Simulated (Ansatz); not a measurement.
Cartesian coordinates (Å):
```xyz
16

Al    -0.0554     0.0460     0.2554
C     -1.9991     0.3838     0.0908
H     -2.2307     1.2534    -0.5479
H     -2.4347     0.6000     1.0826
H     -2.5525    -0.4821    -0.3111
C      1.1340     1.6030     0.5377
H      0.8733     2.4639    -0.1016
H      2.1978     1.3674     0.3626
H      1.0601     1.9556     1.5819
C      0.5222    -1.7026     0.9817
H      1.5915    -1.9088     0.8039
H     -0.0538    -2.5494     0.5707
H      0.3770    -1.7281     2.0764
C      0.5992    -0.4953    -2.8753
N      0.3681    -0.3039    -1.7668
H      0.8167    -0.6755    -3.9187
```
Charge 0, spin multiplicity 1.

Calculation: frozen-core CCSD(T)/cc-pVTZ // PBE0-D3(BJ)/def2-SVP (Ansatz, a program for electronic structure).

The HF energy comes out as -453.75147 Ha and the MP2 correlation energy is -0.97956 Ha.

**Question.** Estimate the CCSD correlation energy, the (T) correction, the total energy and the T1 diagnostic.

**Answer.** 
```yaml
CCSD correlation energy: -1.03237 Ha
"(T) correction": -0.04408 Ha
CCSD(T) total energy: -454.82793 Ha
T1 diagnostic: 0.011
```
